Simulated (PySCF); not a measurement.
## Polarisability and C₆ of Fe (iron, neutral)

[Ar] 3d6 4s2, high-spin 5D determinant. All numbers are calculated (PySCF 2.14, no relativity, point nucleus, in aug-cc-pwCVQZ). Coupled (time-dependent) response in atomic units; α is the mean over directions.

```tsv
method	mean α (bohr³)	α xx, yy, zz	C₆ (like pair)	S(−4)
PBE0	67.24	66.96, 66.96, 67.80	615.6	2577
```

S(−4) is the Cauchy moment in α(ω) = α(0) + S(−4) ω² + …

Reference α: 62 ± 4 bohr³ (recommended; Schwerdtfeger and Nagle, table of static dipole polarizabilities (2023 update)). Published C₆: 482.0 (Chu and Dalgarno (2004); Tang, Norbeck and Certain (1976)).

α(iu) at PBE0:

```csv
u (hartree),α(iu) (bohr³)
0,67.24
0.0500,61.51
0.100,49.71
0.200,29.64
0.300,18.76
0.500,9.634
0.750,5.586
1.00,3.816
1.50,2.249
2.00,1.541
3.00,0.8840
5.00,0.4154
```

A single London oscillator, α(iu) = α/(1 + u²/ω²), gives C₆ = (3/4) ω α². Matching the computed C₆ needs ω = 4 × 615.6 / (3 × 67.24²) = 0.182 hartree.

The components differ because the open shell of this determinant is not spherical; for a pure term their mean is the scalar polarisability.
